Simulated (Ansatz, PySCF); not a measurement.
Ga2H4, SMILES [GaH2][GaH2]. Atoms are numbered in the order given.

```xyz
6

Ga     0.0000     0.0000     1.2293
Ga     0.0000     0.0000    -1.2293
H     -0.9449     0.9449     2.0685
H      0.9449    -0.9449     2.0685
H     -0.9449    -0.9449    -2.0685
H      0.9449     0.9449    -2.0685
```

The structure is a stationary point at PBE0-D3(BJ)/def2-TZVP.

Two levels are set side by side: PBE-D3(BJ)/def2-TZVP (Ansatz, an electronic-structure program) and PBE0-D3(BJ)/def2-TZVP (Ansatz). Each level has its own optimised geometry; the coordinates shown are those of the second. Frequencies come from the Hessian of PySCF at each geometry. Differences are taken from unrounded values.

```csv
quantity,PBE0-D3(BJ)
mean bond length (Å),1.754
bond Ga1–Ga2 (Å),2.459
bond Ga1–H3 (Å),1.578
bond Ga1–H4 (Å),1.578
bond Ga2–H5 (Å),1.578
bond Ga2–H6 (Å),1.578
highest harmonic wavenumber (cm⁻¹),1935
mean harmonic wavenumber (cm⁻¹),946
zero-point energy (kcal/mol),16.22
```

### Question
What does PBE-D3(BJ) give, and how far is it from PBE0-D3(BJ)? (An estimate is asked for; the answer gives what the named calculation found.)

### Answer

| quantity | PBE-D3(BJ) | PBE-D3(BJ) minus PBE0-D3(BJ) |
|---|---|---|
| mean bond length (Å) | 1.762 | 0.008 |
| bond Ga1–Ga2 (Å) | 2.458 | -0.001 |
| bond Ga1–H3 (Å) | 1.588 | 0.010 |
| bond Ga1–H4 (Å) | 1.588 | 0.010 |
| bond Ga2–H5 (Å) | 1.588 | 0.010 |
| bond Ga2–H6 (Å) | 1.588 | 0.010 |
| highest harmonic wavenumber (cm⁻¹) | 1868 | -67 |
| mean harmonic wavenumber (cm⁻¹) | 913 | -33 |
| zero-point energy (kcal/mol) | 15.65 | -0.57 |

GGA bonds tend to be longer and softer than those of functionals with exact exchange. Differences between two approximate levels are no errors against the true value.
